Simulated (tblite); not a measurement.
Compound: C6H11Al.
SMILES with atom numbers: `[CH2:1]=[CH:2][C@@H:3]1[C@H:4]([CH3:5])[C@@H:6]1[AlH2:7]` (hydrogens: H8, H9 on C1; H10 on C2; H11 on C3; H12 on C4; H13, H14, H15 on C5; H16 on C6; H17, H18 on Al7)

Computed with GFN2-xTB (tblite), gas phase: L-BFGS steps from a force-field or distance-geometry start until the largest atomic force falls under 0.01 eV/Å.

Step 1: E = -529.0349 eV
```
atom  x, y, z in Å  |  force x, y, z in eV/Å
C1      2.3810   -0.7803    0.3682    2.091  -0.167   0.594
C2      1.1481   -0.6683   -0.0149   -1.444   0.219  -0.265
C3      0.0975   -0.3264    0.9789   -0.345   0.152   0.018
C4     -1.3247   -0.3734    0.5109    0.025  -0.343  -0.113
C5     -1.5295   -0.9398   -0.8827   -0.096  -0.077   0.224
C6     -0.6874    0.9716    0.7100   -0.138   0.030  -0.299
Al7     0.0654    2.0434   -0.7662   -0.137   0.916   0.519
H8      3.1719   -1.0283   -0.3225    0.093   0.019   0.137
H9      2.6522   -0.6152    1.4056    0.125  -0.120  -0.232
H10     0.9207   -0.8581   -1.0789   -0.136   0.231   0.719
H11     0.3330   -0.5391    2.0296   -0.019  -0.085  -0.536
H12    -2.0947   -0.7033    1.2082    0.192   0.105  -0.001
H13    -1.1261   -1.9614   -0.8750   -0.327   0.131  -0.246
H14    -2.5968   -0.9533   -1.1124    0.221  -0.027  -0.171
H15    -0.9748   -0.3594   -1.6456   -0.423   0.014   0.236
H16    -1.0368    1.5199    1.5952    0.171  -0.306  -0.041
H17    -0.9499    2.9901   -1.5376    0.362  -0.387  -0.185
H18     1.5420    2.5876   -0.5823   -0.214  -0.304  -0.358
```

Step 2: E = -529.1110 eV
```
atom  x, y, z in Å  |  force x, y, z in eV/Å
C1      2.4041   -0.7818    0.3751   -0.286   0.038  -0.145
C2      1.1392   -0.6640   -0.0079    0.427  -0.008   0.082
C3      0.0884   -0.3235    0.9794   -0.044   0.075  -0.119
C4     -1.3287   -0.3809    0.5201    0.362  -0.025  -0.859
C5     -1.5332   -0.9452   -0.8855    0.055   0.224   0.543
C6     -0.6887    0.9742    0.7036   -0.286  -0.126  -0.187
Al7     0.0631    2.0608   -0.7564   -0.123   0.740   0.480
H8      3.1754   -1.0285   -0.3212    0.315  -0.046  -0.048
H9      2.6543   -0.6174    1.4012    0.319  -0.054   0.224
H10     0.9167   -0.8551   -1.0714   -0.120   0.231   0.708
H11     0.3327   -0.5408    2.0179   -0.003  -0.076  -0.237
H12    -2.0872   -0.6998    1.2041   -0.246  -0.073   0.395
H13    -1.1329   -1.9567   -0.8793   -0.204  -0.152  -0.244
H14    -2.5899   -0.9535   -1.1148   -0.114  -0.041  -0.212
H15    -0.9831   -0.3594   -1.6408   -0.337   0.056   0.170
H16    -1.0337    1.5136    1.5941    0.132  -0.233  -0.002
H17    -0.9430    2.9826   -1.5408    0.288  -0.290  -0.221
H18     1.5377    2.5817   -0.5890   -0.136  -0.243  -0.328
```

Problem. Estimate the geometry and energy of step 3. (The exact step hangs on the optimiser's Hessian estimate; all steps are aligned on step 2, rigid shifts and turns removed.)

Solution. E = -529.1801 eV, largest force 0.689 eV/Å
```
atom  x, y, z in Å  |  force x, y, z in eV/Å
C1      2.4124   -0.7820    0.3765   -0.522   0.059  -0.183
C2      1.1428   -0.6614   -0.0006    0.536  -0.008   0.166
C3      0.0814   -0.3203    0.9777    0.338   0.001  -0.285
C4     -1.3258   -0.3863    0.5132    0.044   0.070  -0.453
C5     -1.5349   -0.9454   -0.8791   -0.006   0.158   0.226
C6     -0.6942    0.9742    0.6962   -0.242  -0.093  -0.140
Al7     0.0595    2.0844   -0.7419   -0.125   0.508   0.449
H8      3.1832   -1.0295   -0.3214    0.260  -0.035  -0.030
H9      2.6610   -0.6197    1.4021    0.352  -0.042   0.268
H10     0.9119   -0.8494   -1.0554   -0.110   0.195   0.499
H11     0.3325   -0.5432    2.0062   -0.019  -0.071   0.015
H12    -2.0859   -0.6985    1.2076   -0.134  -0.041   0.267
H13    -1.1408   -1.9560   -0.8861   -0.131  -0.251  -0.214
H14    -2.5871   -0.9543   -1.1197   -0.226  -0.030  -0.161
H15    -0.9941   -0.3586   -1.6347   -0.228   0.096   0.099
H16    -1.0295    1.5055    1.5934    0.053  -0.189   0.035
H17    -0.9337    2.9729   -1.5466    0.186  -0.161  -0.271
H18     1.5326    2.5739   -0.5989   -0.027  -0.166  -0.287
```

The energy changes by -0.0691 eV. The first-order estimate −F·Δx gives -0.0844 eV and the mean of the old and new forces, exact on a quadratic surface, -0.0692 eV. The step makes an angle of 37° with the force vector and moves no atom by more than 0.028 Å.

What follows is the cost of the whole relaxation. Hardware: an Arm Neoverse N1 with one thread, no GPU, shared host with 64 logical CPUs at a one-minute load of 57. Cost: 1.4 s of wall time.
